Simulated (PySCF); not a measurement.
Computed Raman spectrum (relative Raman activity) of a molecule C₄H₆OS. Geometry: PBE-D3(BJ)/def2-SVP. Other conformers were not sampled. These are PySCF 2.14.0 with PBE-D3(BJ)/def2-SVP values and carry that method's errors. Frequencies are harmonic and unscaled.

```
ν (cm⁻¹)  relative intensity
--------  ------------------
202                      2.5
399                      2.2
571                      3.8
683                      5.2
878                      3.2
907                      3.9
1004                     5.6
1133                     4.2
1156                     2.0
1171                     4.9
1190                     4.3
1216                     3.8
1359                      13
1414                     5.8
1855                     8.0
2597                      64
2999                      48
3004                     100
3022                      61
3066                      64
3092                      44
```

Problem. Identify the compound among the candidates.
(A) O=C1CC[C@@H]1S
(B) C[C@@H]1SCC1=O
(C) O=C[C@@H]1CCS1
(D) O=CSC1CC1

Solution. A, O=C1CC[C@@H]1S
